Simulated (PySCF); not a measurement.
Identify the unknown among the candidates.

All candidates are C3H8F3NSi2.

| technique | computed result |
| --- | --- |
| 1H NMR | chemical shifts (computed TMS as zero) by class: 5.16 (1 H), 5.07 (1 H), 5.04 (1 H), 5.01 (1 H), 2.23 (1 H), 1.43 (1 H), 1.37 (1 H), -0.54 (1 H) ppm [GIAO PBE0/pcSseg-1] |
| Rotational structure | rotational constants A, B, C: 2.115, 0.803, 0.664 GHz [GFN2-xTB] |
| 13C NMR | chemical shifts (computed TMS as zero) by class: 139.0 (1 C), 31.9 (1 C), 8.9 (1 C) ppm [GIAO PBE0/pcSseg-1] |
| NMR, other nuclei | isotropic shieldings of nuclei other than C and H, by class: 258 (1 N), 250 (3 F), 366 (1 Si), 371 (1 Si) ppm [GIAO PBE0/pcSseg-1] |
| Dipole | 2.95 D [PBE0/pcSseg-1] |

Electronic properties: PySCF, gas phase, density fitting. Levels stand in brackets. Geometry: GFN2-xTB, one conformer, isolated molecule. NMR values are class means; diastereotopic atoms form classes of their own.

Problem. Which candidate is it?
A. `C=NC([SiH3])([SiH3])C(F)(F)F`
B. `FC(F)(F)[C@@H]1C[SiH2]N[SiH2]1`
C. `C[Si@@](N)([SiH3])C(F)=C(F)F`
D. `FC(F)[C@@]1(F)[SiH2][C@H]1N[SiH3]`
E. `FC(F)=C(F)C[SiH2]N[SiH3]`

Solution. B. It is `FC(F)(F)[C@@H]1C[SiH2]N[SiH2]1`. Numbering: `[F:1][C:2]([F:3])([F:4])[C@@H:5]1[CH2:6][SiH2:7][NH:8][SiH2:9]1`. Its formula, C3H8F3NSi2, gives 1 degree of unsaturation: 1 ring and 0 π bonds in the structure found. 3 carbons fall into 3 classes; from least to most shielded: CF3 carbon [C2] (139.0 ppm), ring sp3 carbon bound to silicon [C5] (31.9 ppm), ring sp3 carbon bound to silicon [C6] (8.9 ppm). Hydrogen classes from least to most shielded: 1 H on an SiH2 silicon, Si7 (5.16 ppm), 1 H on an SiH2 silicon, Si7 (5.07 ppm), 1 H on an SiH2 silicon, Si9 (5.04 ppm), 1 H on an SiH2 silicon, Si9 (5.01 ppm), 1 H on an sp3 carbon bound to silicon, C5 (2.23 ppm), 1 H on an sp3 carbon bound to silicon, C6 (1.43 ppm), 1 H on an sp3 carbon bound to silicon, C6 (1.37 ppm), 1 H on a nitrogen bridging silicon atoms, N8 (-0.54 ppm). The other shieldings belong to: 258 ppm, nitrogen bridging silicon atoms [N8]; 250 ppm, fluorine of a CF3 group [F1/F3/F4]; 366 ppm, SiH2 silicon [Si7]; 371 ppm, SiH2 silicon [Si9]. The optimised geometry has point group C1 and is an asymmetric top.

The others, at the same levels:
- `C[Si@@](N)([SiH3])C(F)=C(F)F` fails: its computed 13C shifts are 171.9 (1 C), 139.0 (1 C), -0.1 (1 C) ppm, 1H shifts are 3.43 (3 H), 0.68 (2 H), 0.48 (3 H) ppm and rotational constant A is 1.384 GHz (against 2.115 GHz).
- `FC(F)[C@@]1(F)[SiH2][C@H]1N[SiH3]` fails: its computed 13C shifts are 125.6 (1 C), 86.1 (1 C), 46.7 (1 C) ppm, 1H shifts are 7.17 (1 H), 4.79 (3 H), 3.37 (1 H), 3.26 (1 H), 3.25 (1 H), 0.16 (1 H) ppm and rotational constant A is 1.384 GHz (against 2.115 GHz).
- `FC(F)=C(F)C[SiH2]N[SiH3]` fails: its computed 13C shifts are 166.8 (1 C), 139.4 (1 C), 16.1 (1 C) ppm, 1H shifts are 4.95 (2 H), 4.78 (3 H), 1.85 (2 H), 0.11 (1 H) ppm and rotational constant A is 2.209 GHz (against 2.115 GHz).
- `C=NC([SiH3])([SiH3])C(F)(F)F` fails: its computed 13C shifts are 155.7 (1 C), 136.0 (1 C), 59.3 (1 C) ppm, 1H shifts are 7.81 (1 H), 7.53 (1 H), 4.16 (6 H) ppm and rotational constant A is 1.231 GHz (against 2.115 GHz).

Each candidate is one conformer, not necessarily the lowest. The conformers computed, where there is a choice (atom-mapped SMILES and torsion angles):
- `[CH3:1][Si@@:2]([NH2:3])([SiH3:4])[C:5]([F:6])=[C:7]([F:8])[F:9]`: C1–Si2–C5–F6 126°, H–N3–Si2–C1 178°, H–N3–Si2–C1 -39°
- `[F:1][CH:2]([F:3])[C@@:4]1([F:5])[SiH2:6][C@H:7]1[NH:8][SiH3:9]`: F1–C2–C4–F5 -157°, Si6–C7–N8–Si9 -129°
- `[F:1][C:2]([F:3])=[C:4]([F:5])[CH2:6][SiH2:7][NH:8][SiH3:9]`: C2–C4–C6–Si7 -100°, C4–C6–Si7–N8 -62°, C6–Si7–N8–Si9 -176°
- `[CH2:1]=[N:2][C:3]([SiH3:4])([SiH3:5])[C:6]([F:7])([F:8])[F:9]`: C1–N2–C3–Si4 120°, N2–C3–C6–F7 61°

The conformers of `FC(F)(F)[C@@H]1C[SiH2]N[SiH2]1` aren't listed.
